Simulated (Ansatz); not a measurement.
Reactions of CH$_{6}$F$_{2}$SiSn, SMILES `[CH3][SnH]([F])[SiH2]F`.

Gas-phase electronic energies from Ansatz, PBE0-D4/def2-TZVP geometries. CCSD(T)/CBS is the MP2 limit (def2-TZVPP, def2-QZVPP) plus CCSD(T) − MP2 in def2-TZVPP, frozen cores. This one scheme is used for every species. DFT in def2-TZVPP. Elements past krypton have def2 core potentials. For Sn outer-core shells are correlated without core-valence functions, which leaves a few kJ/mol of doubt a bond. Each species was taken in one conformer, which may not be the lowest.

```tsv
reaction	CCSD(T)/CBS(def2) (kJ/mol)
`[CH3][SnH]([F])[SiH2]F` + H₂ → `[CH3][SnH2][SiH2]F` + H–F	40
`[CH3][SnH]([F])[SiH2]F` + H₂O → `[CH3][SnH]([OH])[F]` + `F[SiH3]`	?
`[CH3][SnH]([F])[SiH2]F` + `CN[SiH2]Cl` → `CN([SiH2]F)[SiH2]Cl` + `[CH3][SnH2][F]`	-61
`[CH3][SnH]([F])[SiH2]F` → `[CH3][Sn][F]` + `F[SiH3]`	33
`[CH3][SnH]([F])[SiH2]F` → `C[Si](F)(F)[SnH3]`	-114
```

Problem. Fill in the missing values. (Estimate.)

Solution. Ansatz gave: `[CH3][SnH]([F])[SiH2]F` + H₂O → `[CH3][SnH]([OH])[F]` + `F[SiH3]`: -19.0 kJ/mol.

Largest T1 diagnostic: 0.015, for `[CH3][Sn][F]`.
